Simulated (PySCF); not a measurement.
C6H14OSSi.
Numbering: `[CH3:1][O:2][C@@H:3]1[C@@H:4]([CH3:5])[Si@H:6]1[CH2:7][S:8][CH3:9]`

NICS is the negative of the GIAO shielding at a point without a nucleus: at the ring centre (0) and 1 Å above and below it (1); zz is the component along the ring normal. Level: GIAO PBE0/pcSseg-1 (PySCF, non-relativistic, gas phase) on the GFN2-xTB geometry, one conformer.

Ring bond lengths (Å), with Mayer bond orders in brackets: C3–C4 1.529 (0.85), C4–Si6 1.892 (0.88), Si6–C3 1.903 (0.91).

Problem. Give the NICS values of each ring in ppm.

Solution. 
| ring | type | NICS(0) | NICS(1), two faces | NICS(1)zz, two faces | rms pucker (Å) | centre to ring atoms, mean (Å) |
| --- | --- | --- | --- | --- | --- | --- |
| C3–C4–Si6 | 3-membered ring with Si; formal bonds all single | -25.0 | -6.9 / -8.7 | -13.0 / -15.6 | 0.00 | 1.03 |

Problem. What do they say, and how far can they be read as aromaticity?

Solution. 
- C3–C4–Si6: mean NICS(1)zz -14.3 ppm, shielded. C3, C4, Si6 have four or more neighbours, and the NICS criterion for π rings isn't applied. NICS(0) lies 17 ppm below the mean NICS(1).

Problem. At the first NICS(1) probe listed for ring C3–C4–Si6, 1 Å off the ring, how large is the induced field along the normal in 14.1 T applied along it?

Solution. NICSzz × B0 = -13.0 ppm × 14.1 T = -183 μT, against the applied field.

Problem. List the ring angles and the Hirshfeld charges of the ring atoms.

Solution. 
- C3–C4–Si6: C3 65.8° (-0.048 e), C4 66.6° (-0.119 e), Si6 47.5° (+0.296 e); sum 180.0° against 180° for a flat convex ring.

Problem. What are the shieldings of the ring atoms and their hydrogens in the same run (means over atoms taken as equivalent)?

Solution. 
| atoms | environment | σ isotropic (ppm) | principal values of the symmetric part, first atom (ppm) |
| --- | --- | --- | --- |
| C3 | sp3 carbon bound to oxygen | 111.1 | 62.1, 88.6, 182.5 |
| C4 | sp3 carbon bound to silicon | 169.1 | 145.5, 162.2, 199.7 |
| Si6 | SiH silicon | 458.2 | 336.3, 380.7, 657.6 |
| H on C3 | methine hydrogen | 28.41 | 25.0, 28.6, 31.6 |
| H on C4 | methine hydrogen | 30.62 | 25.0, 29.0, 37.8 |
| H on Si6 | Si–H hydrogen | 28.52 | 23.9, 26.5, 35.1 |

Conformer computed: `[CH3:1][O:2][C@@H:3]1[C@@H:4]([CH3:5])[Si@H:6]1[CH2:7][S:8][CH3:9]`: C1–O2–C3–C4 158°, C4–Si6–C7–S8 165°, Si6–C7–S8–C9 -66°.
